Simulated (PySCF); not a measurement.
**Correlation energy of Cl(2+) (chlorine, charge +2)**

[Ne] 3s2 3p3, high-spin 4S determinant. Computed with PySCF 2.14 in aug-cc-pwCVTZ (8s7p5d3f, 75 functions), with the non-relativistic Hamiltonian (point nucleus). Frozen: [Ne]; 5 electrons correlated.

| level | correlation energy (mhartree) |
| --- | --- |
| CCSD | -119.59 |
| (T) | -3.61 |
| CCSD(T) | -123.20 |

Diagnostics: T1 = 0.0033, D1 = 0.0086, largest double amplitude 0.055.

Cost of the coupled-cluster step: roughly 13 core-seconds, for 5 correlated electrons.

Iterations:

```
CC2 = 0
CCSD nocc = (np.int64(4), np.int64(1)), nmo = (70, 70)
frozen orbitals [[0, 1, 2, 3, 4], [0, 1, 2, 3, 4]]
max_cycle = 100
direct = 0
conv_tol = 1e-08
conv_tol_normt = 1e-06
diis_space = 8
diis_start_cycle = 0
Init t2, MP2 energy = -0.0992574395690479
Init E_corr(UCCSD) = -0.0992574396128321
cycle = 1  E_corr(UCCSD) = -0.114923943280572  dE = -0.0156665037  norm(t1,t2) = 0.0381391
cycle = 2  E_corr(UCCSD) = -0.118256978862724  dE = -0.00333303558  norm(t1,t2) = 0.0110126
cycle = 3  E_corr(UCCSD) = -0.11960883149907  dE = -0.00135185264  norm(t1,t2) = 0.00390661
cycle = 4  E_corr(UCCSD) = -0.119587208050943  dE = 2.16234481e-05  norm(t1,t2) = 0.000490926
cycle = 5  E_corr(UCCSD) = -0.11958664586036  dE = 5.62190583e-07  norm(t1,t2) = 3.63581e-05
cycle = 6  E_corr(UCCSD) = -0.119586330642704  dE = 3.15217657e-07  norm(t1,t2) = 3.35463e-06
cycle = 7  E_corr(UCCSD) = -0.119586413176388  dE = -8.25336846e-08  norm(t1,t2) = 5.1497e-07
cycle = 8  E_corr(UCCSD) = -0.119586403425164  dE = 9.75122402e-09  norm(t1,t2) = 1.00327e-07
UCCSD converged
E(UCCSD) = -458.3431478172781  E_corr = -0.1195864034251643
UCCSD(T) correction = -0.00361143529019906
```
